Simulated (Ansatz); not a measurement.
Basis sets compared for Ga12N12 (started as a model of: (GaN)12 cage of four- and six-membered rings). Total charge 0; singlet. Geometry PBE-D4/def2-SVP. Ansatz on 4 threads of AMD EPYC 7R13 on a shared host and a share (37 GiB) of an NVIDIA H100 80GB HBM3; times are rough, and most runs start from earlier orbitals.

```xyz
24

Ga   -0.008    2.588   -3.306
Ga   -1.061    0.356   -4.046
Ga    1.482    0.592   -2.587
Ga    0.356    1.902   -0.216
Ga   -2.124    1.176   -1.828
Ga   -0.584   -1.274   -1.351
Ga    1.784   -0.671    0.398
Ga    0.730    0.826    2.833
Ga   -1.556    0.043    1.170
Ga   -0.087   -2.593    1.583
Ga   -0.628   -1.037    4.019
Ga    1.698   -1.907    3.333
N    -1.850    2.121   -3.461
N     0.722    0.983   -4.291
N     1.187    2.396   -1.824
N    -1.517    1.475   -0.079
N    -1.830   -0.627   -2.595
N     1.297   -0.871   -1.428
N     1.437    1.083    1.115
N    -1.211    0.452    2.967
N    -1.218   -1.687    0.392
N     1.854   -2.221    1.452
N     1.240   -0.313    4.273
N    -0.112   -2.791    3.478
```

Single mean-field runs in def2-SVP, def2-TZVP are fitted with def2-universal-jkfit. Another isomer (singlet) lies 4.21 eV lower at PBE0-D4/def2-TZVP; other spin states weren't run for this one.

Binding counts from free atoms (Ga doublet, N quartet) in the same basis, without a counterpoise term.

| level | functions | energy (Eh) | HOMO (eV) | LUMO (eV) | binding per atom (eV) | wall time |
| --- | --- | --- | --- | --- | --- | --- |
| PBE-D4/def2-SVP | 552 | -23748.0940 | -5.51 | -4.53 | 3.72 | 4 s |
| PBE0-D4/def2-SVP | 552 | -23748.4966 | -6.61 | -3.72 | 3.50 | 8.5 s |

Problem. Estimate the rows for PBE-D4/def2-TZVP (with forces), PBE0-D4/def2-TZVP.

Solution. 
| level | functions | energy (Eh) | HOMO (eV) | LUMO (eV) | binding per atom (eV) | wall time |
| --- | --- | --- | --- | --- | --- | --- |
| PBE-D4/def2-TZVP (with forces) | 948 | -23751.8151 | -5.50 | -4.56 | 3.68 | 12 s |
| PBE0-D4/def2-TZVP | 948 | -23752.2117 | -6.58 | -3.76 | 3.47 | 17 s |
